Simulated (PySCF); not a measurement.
Er(BH4)3(H2O) at several levels of theory

Computed with PySCF 2.14.0 (density fitting, no spin-orbit coupling) at the geometry relaxed with PBE0:

```xyz
19
Er(BH4)3(H2O) (singlet in the valence; each metal's 4f electrons, 11 of them, lie in its core potential, out of spins and levels)
Er    0.0673   -0.0434    0.0888
B     1.2367    1.7752    1.2038
H     1.8434    2.6481    1.7728
H     1.5756    0.6250    1.5872
H     1.4229    1.7780   -0.0350
H     0.0020    1.8376    1.3808
B    -1.6782   -1.2346    1.3003
H    -2.5156   -1.8522    1.9095
H    -1.6409   -0.0248    1.6061
H    -1.8389   -1.2908    0.0589
H    -0.5153   -1.6738    1.4964
B     1.3090   -1.2657   -1.6023
H     1.9505   -1.8764   -2.4203
H     0.1233   -1.6514   -1.5167
H     1.2627   -0.0351   -1.8355
H     1.7866   -1.3635   -0.4423
O    -1.4177    1.2432   -1.2284
H    -1.2250    2.0640   -1.6984
H    -2.3680    1.0839   -1.2928
```

| level | basis | state | HOMO (eV) | gap (eV) | charge on Er1 (e) | population of f-type functions on Er1 (polarisation alone where 4f lies in the core) | dipole about the centre of mass (D) | largest force component (eV/Å) |
| --- | --- | --- | --- | --- | --- | --- | --- | --- |
| PBE0 | Er lcecp-1-SVP with ECP57, B def2-SVP, H def2-SVP, O def2-SVP | singlet | -8.97 | 7.70 | 0.38 | 0.05 | 6.13 | 0.01 |
| revPBE | the same | singlet | -7.61 | 5.62 | 0.06 | 0.05 | 6.05 | 0.49 |
| TPSSh | the same | singlet | -8.41 | 6.86 | 0.42 | 0.05 | 6.13 | 0.27 |

In the lcecp rows the 4f levels are missing from HOMO and gap, and the state counts the valence alone.

Charges are Mulliken's, which hang on the basis. The relaxation used the grid (50, 194), these runs (75, 302) or, all-electron (x2c bases, spin-free X2C Hamiltonian), (99, 590).

Question: What does PBE0 with Er lcecp-1-TZVP with ECP57, B def2-TZVP, H def2-TZVP, O def2-TZVP give here?

Answer: state singlet, HOMO (eV) -8.99, gap (eV) 7.49, charge on Er1 (e) 0.90, population of f-type functions on Er1 (polarisation alone where 4f lies in the core) 0.06, dipole about the centre of mass (D) 6.00, largest force component (eV/Å) 0.22. Time: 41 s on 4 threads of Arm Neoverse V1 (shared host), from free ions and atoms.

In the first row's basis the gap widens with exact exchange: 5.6 eV for revPBE (none); 6.9 to 7.7 eV for TPSSh, PBE0 (a fixed share).

No frequency check is given that shows the relaxed geometry to be a minimum. An lcecp potential fixes the number of 4f electrons, so in runs with it no electron can move into or out of that shell.
